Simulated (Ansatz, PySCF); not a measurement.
FH6NOSi2, SMILES [SiH2](F)O[SiH2]N. Atoms are numbered in the order given.

```xyz
11

Si     1.3259    -0.7775     0.6866
F      2.6170     0.0918     0.2344
O      0.0267    -0.3375    -0.2029
Si    -1.1620     0.8103    -0.4746
N     -2.6863     0.1500    -0.8876
H      1.0990    -0.4938     2.1292
H      1.6308    -2.2046     0.4225
H     -0.7052     1.6495    -1.6134
H     -1.3244     1.5862     0.7882
H     -2.8469    -0.2440    -1.8075
H     -3.2672    -0.2993    -0.1893
```

Geometry optimised at PBE0-D3(BJ)/def2-SVP. The structure was generated by enumeration, and PubChem lists no compound with its InChIKey, so it may never have been made. The values are those of a single conformer.

Two levels are set side by side: PBE-D3(BJ)/def2-SVP (Ansatz, a quantum-chemistry and plane-wave program) and PBE0-D3(BJ)/def2-SVP (Ansatz). Each level has its own optimised geometry; the coordinates shown are those of the second. Frequencies come from the Hessian of PySCF at each geometry. Differences are taken from unrounded values.

| quantity | PBE0-D3(BJ) |
|---|---|
| mean bond length (Å) | 1.462 |
| bond Si1–F2 (Å) | 1.621 |
| bond Si1–O3 (Å) | 1.635 |
| bond O3–Si4 (Å) | 1.675 |
| bond Si4–N5 (Å) | 1.712 |
| bond Si1–H6 (Å) | 1.488 |
| bond Si1–H7 (Å) | 1.483 |
| bond Si4–H8 (Å) | 1.487 |
| bond Si4–H9 (Å) | 1.491 |
| bond N5–H10 (Å) | 1.013 |
| bond N5–H11 (Å) | 1.013 |
| highest harmonic wavenumber (cm⁻¹) | 3718 |
| mean harmonic wavenumber (cm⁻¹) | 1124 |
| zero-point energy (kcal/mol) | 43.39 |

**Question.** What does PBE-D3(BJ) give, and how far is it from PBE0-D3(BJ)? (Estimate from the structure and the level; the computed values follow.)

**Answer.** 
```
quantity                            PBE-D3(BJ)  PBE-D3(BJ) minus PBE0-D3(BJ)
----------------------------------  ----------  ----------------------------
mean bond length (Å)                     1.475                         0.013
bond Si1–F2 (Å)                          1.636                         0.015
bond Si1–O3 (Å)                          1.654                         0.019
bond O3–Si4 (Å)                          1.694                         0.019
bond Si4–N5 (Å)                          1.726                         0.014
bond Si1–H6 (Å)                          1.500                         0.013
bond Si1–H7 (Å)                          1.495                         0.012
bond Si4–H8 (Å)                          1.497                         0.010
bond Si4–H9 (Å)                          1.502                         0.011
bond N5–H10 (Å)                          1.023                         0.009
bond N5–H11 (Å)                          1.023                         0.009
highest harmonic wavenumber (cm⁻¹)        3590                          -128
mean harmonic wavenumber (cm⁻¹)           1087                           -37
zero-point energy (kcal/mol)             41.96                         -1.44
```

GGA bonds tend to be longer and softer than those of functionals with exact exchange. Differences between two approximate levels are no errors against the true value.
